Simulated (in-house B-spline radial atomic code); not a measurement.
## Ionising Bi⁶⁶⁺ with different functionals

Computed with a radial B-spline atomic code at the basis-set limit: scalar-relativistic (spin-free X2C) Hamiltonian, Fermi nucleus of rms radius 5.5211 fm, spin-polarised at highest spin, spherical fractional occupations for the functionals. The ionisation energy is the difference of two self-consistent energies, [Ne] 3s2 3p5 → [Ne] 3s2 3p4, without Breit or QED terms; ε is the level of the shell that loses the electron (its least bound occupied spin orbital). There is no spin-orbit coupling in this Hamiltonian.

Hybrids are left out here: with spherical fractional occupations of an open shell their exact exchange keeps a self-interaction that integer-occupation calculations don't have.

```json
{"method": "OLYP", "rung": "GGA", "ΔSCF (eV)": "7918.3", "-ε(3p) (eV)": "7849.7"}
{"method": "BLYP", "rung": "GGA", "ΔSCF (eV)": "?", "-ε(3p) (eV)": "?"}
{"method": "AM05", "rung": "GGA", "ΔSCF (eV)": "7912.2", "-ε(3p) (eV)": "7842.7"}
{"method": "revTPSS", "rung": "meta-GGA", "ΔSCF (eV)": "?", "-ε(3p) (eV)": "?"}
```

**Question.** What does revTPSS give?

**Answer.** ΔSCF 7913.6 eV, and -ε(3p) = 7844.8 eV.

**Question.** What does BLYP give?

**Answer.** ΔSCF 7914.5 eV, and -ε(3p) = 7845.0 eV.

**Question.** How do they compare with the NIST value?

**Answer.** NIST lists 7720 eV ± 40 (tabulated theory, ground level to ground level). Errors run from +192.2 to +198.3 eV. The correlated functionals all miss on the same side by more than they spread, so the cause is common to them (spin-orbit coupling, Breit-QED terms, multiplet and fine-structure energies, or a listed next ion that isn't the cheapest removal here) and closeness doesn't rank the functionals.
